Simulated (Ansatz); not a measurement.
Basis sets compared for (CuOH)2 ring (Cu₂O₂H₂). Charge 0, multiplicity 1. Geometry PBE-D4/def2-SVP. Ansatz on 2 threads of Arm Neoverse V2 on a shared host; times are rough, and most runs start from earlier orbitals.

```xyz
6

Cu   -0.3364    0.5994    0.8972
O    -0.1777   -1.3791    0.8544
Cu    0.3383   -0.5989   -0.8967
O     0.1769    1.3792   -0.8547
H     0.5858   -1.7124    1.3643
H    -0.5870    1.7118   -1.3644
```

The 6-31G sets use Cartesian d functions.

Binding counts from free atoms (Cu doublet, O triplet, H doublet) in the same basis, without a counterpoise term.

| level | functions | energy (Eh) | HOMO (eV) | LUMO (eV) | binding per atom (eV) | wall time |
| --- | --- | --- | --- | --- | --- | --- |
| HF/STO-3G | 48 | -3389.4752 | -4.90 | 1.59 | – | 1.3 s |
| HF/6-31G | 80 | -3428.1416 | -9.06 | 1.21 | 2.04 | 0.75 s |
| HF/def2-TZVP | 164 | -3428.8470 | -10.16 | 1.00 | 1.68 | 3.1 s |
| PBE-D4/def2-SVP | 100 | -3431.4787 | -3.64 | -2.35 | 3.19 | 2 s |
| PBE-D4/def2-TZVP | 164 | -3432.1691 | -4.36 | -2.83 | 3.00 | 2.8 s |
| r2SCAN-D4/def2-TZVP (with forces) | 164 | -3432.7070 | -4.39 | -2.51 | 2.96 | 7.5 s |
| PBE0-D4/def2-SVP | 100 | -3431.4828 | -5.30 | -1.34 | 2.97 | 2.5 s |
| PBE0-D4/def2-TZVP | 164 | -3432.1526 | -5.94 | -1.77 | 2.83 | 4.5 s |

Problem. Estimate the rows for PBE-D4/def2-TZVPD, r2SCAN-D4/def2-TZVPD, PBE0-D4/def2-TZVPD.

Solution. 
```json
{"level": "PBE-D4/def2-TZVPD", "functions": "194", "energy (Eh)": "-3432.1754", "HOMO (eV)": "-4.45", "LUMO (eV)": "-2.91", "binding per atom (eV)": "3.02", "wall time": "3.9 s"}
{"level": "r2SCAN-D4/def2-TZVPD", "functions": "194", "energy (Eh)": "-3432.7123", "HOMO (eV)": "-4.45", "LUMO (eV)": "-2.57", "binding per atom (eV)": "2.98", "wall time": "8.5 s"}
{"level": "PBE0-D4/def2-TZVPD", "functions": "194", "energy (Eh)": "-3432.1582", "HOMO (eV)": "-6.00", "LUMO (eV)": "-1.85", "binding per atom (eV)": "2.85", "wall time": "6 s"}
```
